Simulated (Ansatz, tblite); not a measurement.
Removing an electron: CdCl2⁻ (the lowest doublet isomer of a short search). The state is a doublet with charge -1. Geometry: r2SCAN-D4/def2-TZVPD. Ansatz, gas phase; energy differences of separate SCF runs; the oxidised species is a singlet (the triplet lies 2.67 eV higher at PBE0-D4/def2-TZVPD).

```xyz
3

Cd   -0.5502    0.0044    0.6608
Cl    1.4865   -1.4392    0.6874
Cl   -0.9363    1.4348   -1.3482
```

In the def2 sets Cd takes a core potential; there is no spin–orbit coupling. The xTB rows come from tblite. The structure comes from a short search, and lower isomers may exist.

(1) Estimate orbital energies and vertical ionisation energies at: GFN1-xTB; GFN2-xTB; PBE-D4/def2-TZVPD; r2SCAN-D4/def2-TZVPD; PBE0-D4/def2-TZVPD.

## Answers

(1) 
```tsv
level	−HOMO (eV)	vertical IE (eV)	−LUMO (eV)	HOMO–LUMO gap (eV)
GFN1-xTB	–	7.34	–	–
GFN2-xTB	–	6.47	–	–
PBE-D4/def2-TZVPD	0.01	2.61	-0.74	0.75
r2SCAN-D4/def2-TZVPD	0.30	2.76	-1.05	1.35
PBE0-D4/def2-TZVPD	0.85	2.69	-1.59	2.44
```

  HOMO and LUMO are the levels of the spin that leaves or enters (xTB has no such levels and no spin-polarisation term). Other spin states of the ions may lie lower, which would lower the ionisation energy or raise the affinity. Raw xTB energy differences between charge states are shifted by several eV; the methods need an empirical correction for them.
